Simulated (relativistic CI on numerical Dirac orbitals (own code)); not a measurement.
What each ingredient does to the levels of Ce19+

Base calculation: Dirac-Coulomb-Breit CI, orbitals from a KLI potential per configuration, model QED (radiative potential, 1s self-energy scaled to tabulated hydrogen-like ionisation energies), unscaled Slater integrals.

CI space (outside the closed core [Ar] 3d10): 4s²4p⁶4d³, 4s²4p⁵4d⁴, 4s²4p⁶4d²4f, 4s4p⁶4d⁴, 4s²4p⁶4d²5s, 4s4p⁶4d³4f, 4s²4p⁶4d²5p, 4s²4p⁶4d4f5s, 4s²4p⁶4d²5d, 4s²4p⁶4d5s5p, 4s²4p⁶4d4f², 4s²4p⁶4f³, 4s²4p⁶4f²5s, 4s4p⁶4d4f³, 4s²4p⁶4f²5p, 4p⁶4d⁵, 4p⁵4d⁶, 4s²4p⁶4d5s², 4s²4p⁶4f5s², 4s4p⁶4d4f5s², 4s²4p⁶5s²5p. Double excitations out of closed p, d and f shells are left out; levels of such configurations are missing from the list, as are those of other unlisted configurations, and high levels can miss mixing partners. These lack a partner that the ground configuration has and come out too high: 4s²4p⁶4d²5d.

The lowest level and the first level of each name with at least 55 % of one term (blank where a level has no safe partner in the second run):

| Level | Base (cm⁻¹) | Shift (cm⁻¹) |
| --- | --- | --- |
| 4s²4p⁶4d³ ⁴F3/2 | 0 | 0 |
| 4s²4p⁶4d³ ⁴F5/2 | 20828 | -751 |
| 4s²4p⁶4d³ ⁴F7/2 | 35406 | -807 |
| 4s²4p⁶4d³ ⁴P1/2 | 45973 | +2560 |
| 4s²4p⁶4d³ ²G7/2 | 66902 | -257 |
| 4s²4p⁶4d³ ⁴P5/2 | 68405 | +3034 |
| 4s²4p⁶4d³ ²P1/2 | 83935 | +2319 |
| 4s²4p⁶4d³ ²H11/2 | 93196 | -2278 |
| 4s²4p⁶4d³ ²D5/2 | 96000 | +3891 |
| 4s²4p⁶4d³ ²F5/2 | 107768 | +3362 |
| 4s²4p⁶4d³ ²G9/2 | 109081 | -857 |
| 4s²4p⁶4d³ ²F7/2 | 111931 | +2557 |
| 4s²4p⁶4d³ ²P3/2 | 116598 | +2879 |
| 4s²4p⁵4d⁴ ⁶D°5/2 | 760027 |  |

At this charge energies of transitions that change n are usually good to better than 1 %, and those within a shell (Δn = 0) to a few per cent. Terms inside the open d or f shell come out 10 to 20 % too wide with unscaled integrals.

**Question.** One thing was changed in a second run, which moved the levels as shown. Which?
A. Breit term removed
B. only the first configuration
C. QED terms removed
D. non-relativistic limit

**Answer.** B. Only the first configuration. With fewer configurations the levels that remain lose their mixing partners.

LS names give the leading component of a level, which can be under half, so a name can repeat, a term be missing and a line seem to break the LS rules.
